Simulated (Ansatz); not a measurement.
Reaction (hydrogenolysis of a B–C bond): `NB([SeH])CO` + H₂ → `NB[SeH]` + CH₃OH

Calculated with Ansatz (gas phase, PBE0-D4/def2-TZVP geometries, no zero-point term in ΔE). CBS: MP2 limit from def2 TZ/QZ plus the TZ coupled-cluster correction, frozen cores. This one scheme is used for every species. DFT in def2-TZVPP. B3LYP here is the variant with VWN-RPA as its local correlation; programs differ in this. For Se outer-core shells are correlated without core-valence functions, which leaves a few kJ/mol of doubt a bond. Scalar relativity is left out up to krypton. Each species was taken in one conformer, which may not be the lowest.

(1) Is it downhill or uphill in electronic energy at CCSD(T)/CBS, and by how much? (Estimate.)

(2) What do these levels give: PBE-D4, r2SCAN-D4, PBE0-D4, B3LYP-D4, ωB97X-V, ωB97M-V, r2SCAN, MP2/def2-TZVPP, SCS-MP2/def2-TZVPP, CCSD/def2-TZVPP, SCS-MP2/def2-QZVPP, CCSD/CBS(def2)? (Best estimate.)

Largest T1 diagnostic among the species: 0.011.

## Answers

(1) The calculation gave: Downhill: ΔE = -20.3 kJ/mol.

(2) Computed: PBE-D4 -16.0, r2SCAN-D4 -17.5, PBE0-D4 -20.5, B3LYP-D4 -21.8, ωB97X-V -21.9, ωB97M-V -19.5, r2SCAN -19.6, MP2/def2-TZVPP -17.0, SCS-MP2/def2-TZVPP -24.2, CCSD/def2-TZVPP -26.4, SCS-MP2/def2-QZVPP -24.0, CCSD/CBS(def2) -25.6 kJ/mol.

From PBE to PBE0 (25 % exact exchange), in def2-TZVPP and without D4, ΔE moves by −3.5 kJ/mol. The D4 term adds +12.2 kJ/mol with B3LYP and +6.7 kJ/mol with PBE0; it sums over pairs of atoms, weighted by their polarisabilities, and B3LYP, whose exchange is more repulsive, gets the larger term.
